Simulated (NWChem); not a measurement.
# Atomisation of CHBrCl$_{2}$

```
C
H 1 1.1025
Cl 1 1.7777 2 108.06
Cl 1 1.7777 2 108.06 3 121.20
Br 1 1.9642 2 105.91 3 -119.40
```
Charge 0, spin multiplicity 1.

All runs are NWChem calculations. All single points use one geometry, from PBE/def2-SVP, a minimum by its harmonic frequencies.

Basis set: def2-TZVP. The atomisation energy is electronic alone: no zero-point, thermal, spin-orbit or counterpoise terms. No value is extrapolated to the basis-set limit. Free atoms are single determinants with multiplicities Cl 2, C 3, Br 2, H 2.

The Hamiltonian is non-relativistic. B3LYP has NWChem's definition, with VWN1-RPA local correlation. The structure started from a generated list of species. The stability of the SCF solutions was not checked. Open-shell Hartree-Fock references start from PBE0 orbitals.

For the atomisation energy, PBE0 gives 334.5 kcal/mol and B3LYP gives 320.0 kcal/mol. What do HF, PBE, BP86 give?

HF: 210.3 kcal/mol; PBE: 346.7 kcal/mol; BP86: 343.0 kcal/mol.
